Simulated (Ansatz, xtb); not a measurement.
# A geometry optimisation of CH6GeN+ with r2SCAN-D4/def2-SVP

The starting geometry of this gas-phase singlet was built from a drawn formula by distance geometry and a force field; its bonds are those of `[CH2+][GeH2][NH2]`.

```tsv
atom	x (Å)	y (Å)	z (Å)
C	-2.3562	1.5993	-0.1953
Ge	-0.9665	0.3027	0.1635
N	0.3298	1.0865	1.2166
H	-2.1323	2.5395	-0.6994
H	-3.4032	1.4252	0.0826
H	-0.3124	-0.0998	-1.1967
H	-1.5923	-0.8886	0.8524
H	1.0661	0.3430	1.3391
H	0.7517	1.8606	0.6505
```

Question: Where would you expect an optimisation with r2SCAN-D4/def2-SVP to take it?

Answer: It rearranges to `[CH3][GeH]=[NH2+]`. Contacts that open: Ge2–H6 (1.56 → 2.49 Å). Contacts that close: C1–H6 (2.84 → 1.10 Å).

The energy falls by 3.82 eV over 27 steps:

```csv
step,E − E(last) (eV)
1,3.819
4,3.389
7,2.326
10,0.568
13,0.030
15,0.011
18,0.003
21,0.001
24,0.000
27,0.000
```

Final geometry (Å):

```
atom    x (Å)    y (Å)    z (Å)
   C  -2.0723   1.2888  -0.6238
  Ge  -0.9566   0.2650   0.5273
   N   0.5149   0.9691   1.1460
   H  -1.6434   2.2860  -0.7936
   H  -3.0710   1.3768  -0.1654
   H  -2.1829   0.7537  -1.5812
   H  -1.1822  -1.1571   1.0101
   H   1.1528   0.4704   1.7665
   H   0.8253   1.9157   0.9275
```

From the same start GFN2-xTB reaches the same bonding as this run.

No frequencies were run, so the end isn't proven a minimum. Run with Ansatz 0.2.0, 50 s on 2 threads of Arm Neoverse V1 (shared host).
